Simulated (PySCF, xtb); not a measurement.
trifluorosilylmethanol (CH₃F₃OSi), SMILES F[Si](F)(F)CO. The values are those of a single conformer.

Harmonic wavenumbers (cm⁻¹) from GFN2-xTB in xtb 6.7.1 at its own minimum, in rising order: 41, 106, 154, 203, 225, 262, 335, 378, 685, 775, 878, 928, 944, 1063, 1124, 1280, 1332, 1451, 2875, 2979, 3551.

What does PBE-D3(BJ)/def2-SVP in PySCF give at its own minimum? (Estimate from the structure and the level; the computed values follow.)

70, 112, 185, 251, 290, 321, 369, 410, 652, 746, 854, 945, 960, 1044, 1129, 1253, 1343, 1395, 2905, 3026, 3691. Paired by order, the mean absolute difference is 36 cm⁻¹ and the zero-point energies are 30.8 and 31.4 kcal/mol.
